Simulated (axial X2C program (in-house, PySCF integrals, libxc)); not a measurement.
Correcting the dissociation energy of AlI for spin–orbit coupling

A spin-free CCSD(T) curve (one-electron X2C) was computed with an in-house all-electron X2C program for linear molecules (integrals from PySCF), basis I dyall-cv3z [11s12p8d4f1g], Al dyall-v3z [8s8p2d1f] (cores contracted in-house), for the state M_S = 0, Λ = 0 (closed shell). It gives D0 = 3.769 eV to I + Al, which in a spin-free picture are the weighted means of the ground terms.

Correlated methods: 10 electrons correlated (number of frozen shells: I 4 s, 3 p, 2 d; Al 2 s, 1 p), 218 virtual spin orbitals or spinors in MP2, 120 natural virtuals in coupled cluster.

Measured levels of the ground terms (NIST Handbook of Basic Atomic Spectroscopic Data), in cm⁻¹: I 2P: J = 3/2 at 0, J = 1/2 at 7603.1; Al 2P: J = 1/2 at 0, J = 3/2 at 112.1.

The molecular state has Λ = 0, so it has no first-order lowering.

Q: How far does each ground level lie under the (2J+1)-weighted mean of its term?

A: I: (4 × 0 + 2 × 7603.1)/6 = 2534 cm⁻¹; Al: (2 × 0 + 4 × 112.1)/6 = 75 cm⁻¹.

Q: Correct D0.

A: D0 = 3.769 + (0 − 2609)/8065.5 = 3.446 eV at CCSD(T) with these spin–orbit terms. The direct two-component run gives 3.478 eV; the difference holds second-order terms in the molecule, scalar two-electron terms, the gap between measured and computed atomic splittings (a 2c atom can miss part of its lowering) and, in coupled cluster, the truncation of each run.

Second-order spin–orbit effects in the molecule, which grow quickly with Z, are left out. The state is a single determinant with fixed occupations, the lowest that a limited PBE0 search found. De is counted from the lowest determinant-based energies of the atoms at the same level, without counterpoise correction. Coupled cluster ran in a truncated set of natural virtual spinors; the MP2 energy of the rest was added. (T) has no such correction and the atoms are truncated less, which lowers De at CCSD(T) by a hundredth of an eV or more.
